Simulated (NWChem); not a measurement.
# Ionisation of Ga2

```xyz
2

Ga     0.0000     0.0000     1.2227
Ga     0.0000     0.0000    -1.2227
```
Charge 0, spin multiplicity 3.

All runs are NWChem calculations. The geometry was optimised at UPBE0/def2-SVP, a minimum by its harmonic frequencies.

Basis set: def2-TZVPD. −ε marks an orbital energy of the parent.

The Hamiltonian is non-relativistic. B3LYP has NWChem's definition, with VWN1-RPA local correlation. This spin state was chosen for the runs; another may lie lower. The structure started from a generated list of species. The unpaired electrons of the parent sit in orbitals of symmetry b2u and b3u (D2h labels of the run); other states weren't searched. The stability of the SCF solutions was not checked. Open-shell Hartree-Fock references start from PBE0 orbitals.

Problem. One of these methods gave a first vertical ionisation energy of 4.46 eV. Which?
(A) −ε(alpha HOMO) of B3LYP
(B) −ε(alpha HOMO) of HF
(C) −ε(alpha HOMO) of PBE0
(D) −ε(alpha HOMO) of PBE

Solution. A, −ε(alpha HOMO) of B3LYP. The others give 3.99 (−ε(alpha HOMO) of PBE), 4.75 (−ε(alpha HOMO) of PBE0), 6.44 (−ε(alpha HOMO) of HF).
